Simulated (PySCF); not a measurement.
## Correlation energy of S⁺ (sulfur, charge +1)

[Ne] 3s2 3p3, high-spin 4S determinant. All numbers are calculated (PySCF 2.14, no relativity, point nucleus, in 6-31G* (4s3p1d, 18 functions)). Frozen: [Ne]; 5 electrons correlated.

MP2 pair energies summed by pair of shells (mhartree):

```json
{"pair": "3s-3p", "energy": "-42.03", "share (%)": "65.4"}
{"pair": "3p-3p", "energy": "-14.61", "share (%)": "22.7"}
{"pair": "3s-3s", "energy": "-7.59", "share (%)": "11.8"}
```

Total MP2 correlation energy: -64.24 mhartree.

Same-spin part -16.31 and opposite-spin part -47.93 mhartree; SCS-MP2 scales them by 1/3 and 6/5 to -62.96 mhartree.

| level | correlation energy (mhartree) |
| --- | --- |
| CCSD | -81.89 |
| (T) | -0.89 |
| CCSD(T) | -82.78 |

Diagnostics: T1 = 0.0039, D1 = 0.0090, largest double amplitude 0.058.

Problem. Is a single reference adequate?

Solution. Yes: T1 lies below 0.03 and no double amplitude reaches 0.07.
